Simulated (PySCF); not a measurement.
Ga(GeH3)(OMe)2, SMILES C[O][Ga]([GeH3])[O]C (C2H9GaGeO2), GFN2-xTB optimised geometry.

```
15

Ga     0.34     0.82     0.00
Ge     1.22    -1.38     0.00
H      0.79    -2.16     1.21
H      0.79    -2.17    -1.21
H      2.73    -1.38     0.00
O     -0.97     1.08     1.13
C     -1.97     1.81     1.81
H     -2.44     1.14     2.54
H     -1.54     2.66     2.33
H     -2.73     2.17     1.11
O      1.14     1.85    -1.16
C      1.36     3.07    -1.85
H      0.68     3.85    -1.52
H      2.39     3.40    -1.66
H      1.23     2.91    -2.92
```

Density from PBE0/def2-TZVP run with PySCF at that geometry.

Minimum of the electron density along straight lines between bonded atoms, close to the bond critical point (lines longer than 1.1 times the sum of covalent radii, or with two minima, are not listed):

| bond | length / Å | ρ at the minimum / e bohr⁻³ | ∇²ρ there / e bohr⁻⁵ | position (fraction from the first atom) |
|---|---|---|---|---|
| Ga1–Ge2 | 2.371 | 0.084 | -0.06 | 0.47 |
| Ge2–H3 | 1.501 | 0.140 | 0.09 | 0.60 |
| Ge2–H4 | 1.505 | 0.139 | 0.09 | 0.60 |
| Ge2–H5 | 1.503 | 0.139 | 0.09 | 0.60 |
| Ga1–O6 | 1.746 | 0.137 | 0.85 | 0.49 |
| O6–C7 | 1.411 | 0.253 | -0.48 | 0.65 |
| C7–H8 | 1.094 | 0.284 | -1.00 | 0.65 |
| C7–H9 | 1.093 | 0.283 | -1.00 | 0.64 |
| C7–H10 | 1.093 | 0.283 | -1.00 | 0.64 |
| Ga1–O11 | 1.750 | 0.136 | 0.85 | 0.49 |
| O11–C12 | 1.410 | 0.254 | -0.49 | 0.65 |
| C12–H13 | 1.093 | 0.283 | -0.99 | 0.64 |
| C12–H14 | 1.093 | 0.283 | -1.00 | 0.65 |
| C12–H15 | 1.093 | 0.283 | -1.00 | 0.65 |
